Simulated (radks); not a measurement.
Q: These are the eigenvalues of the occupied orbitals of an atom or ion with whole-number occupations (hartree). All-electron calculation, scalar-relativistic Kohn-Sham, LDA (Slater exchange, Perdew-Wang correlation), spin-polarised, spherical densities, finite nucleus; Fermi nuclear charge, rms radius of each element as measured or else 0.836 A^(1/3) + 0.57 fm. Program: a radial shooting solver on a logarithmic mesh with Libxc functionals.

orbital  eigenvalue
1s up     -691.2366
1s down   -691.2348
2s up     -97.63002
2s down   -97.62429
2p up     -87.35615
2p down   -87.35096
3s up     -17.14196
3s down   -17.13655
3p up     -13.78458
3p down   -13.77865
3d up      -8.27953
3d down    -8.27226
4s up      -3.16233
4s down    -3.13039
4p up      -2.26358
4p down    -2.22834
4d up      -0.99857
5p up      -0.59960

Which element is it, and in what charge state? The configuration may be excited. Open shells, if any, are filled with parallel spins first.

A: Z = 41, niobium, charge +2: Nb2+ in [Kr] 4d1 5p2. The list shows which subshells hold electrons but not how many an open one holds; the 1s level, -691.24 hartree, gives Z - s = 37.2 by -(Z - s)^2/2, which with screening and relativity narrows Z to a few neighbours, and the depths of the outer levels then fix element, charge and occupations together.
